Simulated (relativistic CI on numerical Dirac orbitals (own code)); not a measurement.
**What each ingredient does to the levels of Os³⁸⁺**

Base calculation: Dirac-Coulomb-Breit CI, KLI orbitals optimised for each configuration, model QED (radiative potential, 1s self-energy scaled to tabulated hydrogen-like ionisation energies), unscaled Slater integrals.

Configuration list (outside the closed core [Ar] 3d10): 4s²4p⁶4d², 4s²4p⁶4d4f, 4s²4p⁵4d³, 4s4p⁶4d³, 4s²4p⁵4d²4f, 4s4p⁶4d²4f, 4s²4p⁶4d5s, 4s²4p⁶4f5s, 4s²4p⁶4d5p, 4s²4p⁶4f², 4s²4p⁵4f³, 4s4p⁶4f³, 4s²4p⁶4f5p, 4s²4p⁵4f²5p, 4s4p⁶4f²5p. Double excitations out of closed p, d and f shells are left out; levels of such configurations are missing from the list, as are those of other unlisted configurations, and high levels can miss mixing partners.

The lowest level and the first level of each name with at least 55 % of one term (blank where a level has no safe partner in the second run):

```json
{"Level": "4s²4p⁶4d² ³F2", "Base (cm⁻¹)": "0", "Shift (cm⁻¹)": "0"}
{"Level": "4s²4p⁶4d² ³P0", "Base (cm⁻¹)": "73040", "Shift (cm⁻¹)": "-29758"}
{"Level": "4s²4p⁶4d² ³F3", "Base (cm⁻¹)": "163167", "Shift (cm⁻¹)": "-163167"}
{"Level": "4s²4p⁶4d² ¹G4", "Base (cm⁻¹)": "208049", "Shift (cm⁻¹)": ""}
{"Level": "4s²4p⁶4d² ³P1", "Base (cm⁻¹)": "208170", "Shift (cm⁻¹)": "-164888"}
{"Level": "4s²4p⁶4d² ³F4", "Base (cm⁻¹)": "354908", "Shift (cm⁻¹)": ""}
{"Level": "4s²4p⁶4d² ¹S0", "Base (cm⁻¹)": "467370", "Shift (cm⁻¹)": "-297868"}
{"Level": "4s²4p⁵4d³ ⁵D°0", "Base (cm⁻¹)": "1358344", "Shift (cm⁻¹)": "-162560"}
{"Level": "4s²4p⁵4d³ ³I°7", "Base (cm⁻¹)": "1699213", "Shift (cm⁻¹)": "-387829"}
```

At this charge energies of transitions that change n are usually good to better than 1 %, and those within a shell (Δn = 0) to a few per cent. Terms inside the open d or f shell come out 10 to 20 % too wide with unscaled integrals.

One thing was changed in a second run, which moved the levels as shown. Which?
A. valence Slater integrals scaled by 0.9
B. non-relativistic limit
C. QED terms removed
D. configuration mixing switched off
E. Breit term removed

B. Non-relativistic limit. Without relativity the fine structure collapses and s electrons lose their extra binding.

LS names give the leading component of a level, which can be under half, so a name can repeat, a term be missing and a line seem to break the LS rules.
